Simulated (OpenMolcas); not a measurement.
## Predicting a hybrid from its neighbours: NaI (Sodium Iodide)

NaI has 2 atoms, charge 0, and is taken as a singlet. As SMILES, `[Na][I]`. The coordinates come from a PBE0-D4/def2-TZVP relaxation.

The HOMO–LUMO gap y, in eV, basis def2-TZVP with a core potential; a is the functional's share of exact exchange. Programs: OpenMolcas 26.06.

| functional | program | a | y (eV) |
| --- | --- | --- | --- |
| revPBE | OpenMolcas | 0 | 2.43 |
| r2SCAN | OpenMolcas | 0 | 3.42 |
| B3LYP | OpenMolcas | 0.2 | 3.57 |
| PBE0 | OpenMolcas | 0.25 | ? |
| BHLYP | OpenMolcas | 0.5 | 5.27 |

Problem. Fit y = c + s·a to the known rows and predict PBE0.

Solution. 
1. Means of the 4 rows: a = 0.1750, y = 3.672.
2. Σ(Δa)² = 0.1675, Σ(Δa·Δy) = 0.77825, so the slope is 0.77825/0.1675 = 4.6463.
3. Intercept: 3.672 − (4.6463) × 0.1750 = 2.859. The largest residual of the fit is 0.56.
4. PBE0: 2.859 + (4.6463) × 0.25 = 4.02 eV.

The run gave 4.09 eV, so the prediction is off by -0.07 eV, within the scatter of the fit. Exact exchange lowers occupied levels and raises empty ones. The rows mix families of semi-local functionals, which the line can't see.
